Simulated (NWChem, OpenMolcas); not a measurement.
## A ladder of methods for InHCl2O (SMILES [OH][In]([Cl])[Cl])

InHCl2O has 5 atoms, charge 0, and is taken as a singlet. As SMILES, `[OH][In]([Cl])[Cl]`. Geometry: relaxed at PBE0-D4/def2-TZVP.

Quantity: the dipole moment, in D. The values are calculated.

```
                           level           kind     program  value (D)  CPU time
    HF/def2-SVP (core potential)   Hartree–Fock  OpenMolcas       1.51     8.6 s
 SVWN5/def2-SVP (core potential)            LDA  OpenMolcas       1.53      20 s
  BLYP/def2-SVP (core potential)            GGA  OpenMolcas       1.47      30 s
   PBE/def2-SVP (core potential)            GGA  OpenMolcas       1.52      30 s
 M06-L/def2-SVP (core potential)       meta-GGA  OpenMolcas       1.62      27 s
r2SCAN/def2-SVP (core potential)       meta-GGA  OpenMolcas       1.57      29 s
 B3LYP/def2-SVP (core potential)  global hybrid      NWChem       1.47      28 s
  PBE0/def2-SVP (core potential)  global hybrid  OpenMolcas       1.51      23 s
```

The values span 1.47 to 1.62 D. Magnitudes only. CPU times are rough (shared hosts, several kinds of processor and program).
